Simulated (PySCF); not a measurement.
GeO3, SMILES [O]=[Ge]1[O][O]1.

Geometry: PBE-D3(BJ)/def2-SVP.

Two levels are set side by side: PBE/def2-TZVPD (PySCF) and ωB97X/def2-TZVPD (PySCF). Same geometry, gas phase. Differences are taken from unrounded values.

```
quantity                      ωB97X    PBE  PBE minus ωB97X
---------------------------  ------  -----  ---------------
orbital gap (eV)              10.45   2.64            -7.82
highest occupied level (eV)  -11.69  -7.26             4.43
lowest empty level (eV)       -1.24  -4.63            -3.39
dipole moment (D)              0.09   0.06            -0.03
mean polarisability (bohr³)    38.1   39.8              1.7
```

Without exact exchange PBE keeps part of each electron's self-repulsion, which lifts occupied levels and narrows the gap. PBE's more diffuse valence density responds more strongly to a field. Differences between two approximate levels are no errors against the true value.

Rough cost on one machine, each run with all the roots and properties that it gave: ωB97X against PBE within a factor of 2.
